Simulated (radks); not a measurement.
All-electron atom: Xe II in [Kr] 4d10 5s2 5p5 (the NIST ground configuration). Method: Dirac Kohn-Sham, PBE, spin-unpolarised, spherical densities, point nucleus; open shells are shared between the two j in proportion to 2j + 1; speed of light set to 102.777 atomic units (0.75 times the physical value, a model run); computed with a radial shooting solver on a logarithmic mesh with Libxc functionals.

Normalised radial functions P(r) = r R(r) (large component), r in bohr:

```
   r/bohr * 4p1/2, o 4d5/2, + 5p1/2 (the largest magnitude, 1.36, reaches the edge; | marks zero, & curves that meet)
0.0009329                             &
 0.001077                             &
 0.001244                             &
 0.001426                             &
 0.001646                             &
 0.001901                             &
 0.002196                             &
 0.002536                             &
 0.002905                             &
 0.003355                             &*
 0.003875                             &*
 0.004475                             &*
 0.005168                             &*
 0.005921                             &*
 0.006838                             &*
 0.007897                             o+*
 0.009121                             o+*
  0.01045                             o+*
  0.01207                             o+ *
  0.01394                             o+  *
   0.0161                             o+  *
  0.01859                             o +  *
   0.0213                             o +   *
  0.02459                             o +    *
   0.0284                             |o +    *
   0.0328                             |o +     *
  0.03788                             |o +     *
   0.0434                             | o+      *
  0.05013                             | o+      *
  0.05789                             |  &      *
  0.06686                             |  +o    *
  0.07721                             | +  o *
  0.08846                             | +  * o
   0.1022                             +*      o
    0.118                          * +|         o
   0.1363                      *    + |          o
   0.1574                  *      +   |           o
   0.1803               *        +    |            o
   0.2082              *         +    |           o
   0.2405               *         +   |         o
   0.2777                   *      +  |      o
   0.3207                          * +|  o
   0.3674                           o | + *
   0.4243                     o       |    +       *
   0.4901               o             |      +            *
    0.566          o                  |       +                *
   0.6536       o                     |      +                   *
   0.7488      o                      |   +                     *
   0.8648       o                     +                     *
   0.9988         o              +    |                *
    1.153             o      +        |          *
    1.322                &            |      *
    1.526              +     o        |   *
    1.763             +         o     | *
    2.036              +           o  |*
    2.351                +          o *
    2.693                  +         o*
    3.111                     +       &
    3.592                        +    &
    4.149                          +  &
    4.791                           + &
    5.489                            +&
    6.339                             &
    7.321                             &
```

4p1/2: eigenvalue -170.74 eV, 2 radial nodes at r = 0.107, 0.341 bohr, <r> = 0.719 bohr, 90 % of the charge inside 1.05 bohr. 4d5/2: eigenvalue -65.613 eV, 1 radial node at r = 0.346 bohr, <r> = 0.890 bohr, 90 % of the charge inside 1.35 bohr. 5p1/2: eigenvalue -18.891 eV, 3 radial nodes at r = 0.106, 0.329, 0.868 bohr, <r> = 2.05 bohr, 90 % of the charge inside 3.04 bohr.
